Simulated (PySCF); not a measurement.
YOBr, SMILES [O]=[Y][Br]. Geometry optimised at PBE-D3(BJ)/def2-TZVP. The def2 effective core potentials stand for the cores of Y; spin–orbit coupling is left out.

Computed with PBE-D3(BJ)/def2-TZVP run with PySCF.

Harmonic wavenumbers (cm⁻¹): 114, 240, 838. Rotational constants (GHz): 16.11, 1.373, 1.265; symmetry number 1.

Work out the zero-point energy and the ideal-gas rigid-rotor harmonic-oscillator thermochemistry at 298.15 K and 1 atm.

ZPE = ½ Σ hcν = ½ × 1192 cm⁻¹ = 1.70 kcal/mol. H − E(el) = 4.87 kcal/mol. Entropy in cal/(mol K): translation 41.55, rotation 26.84, vibration 5.18, total 73.57. G − E(el) = -17.06 kcal/mol. Cp = 12.26 cal/(mol K). Modes under 150 cm⁻¹ make the vibrational entropy uncertain.
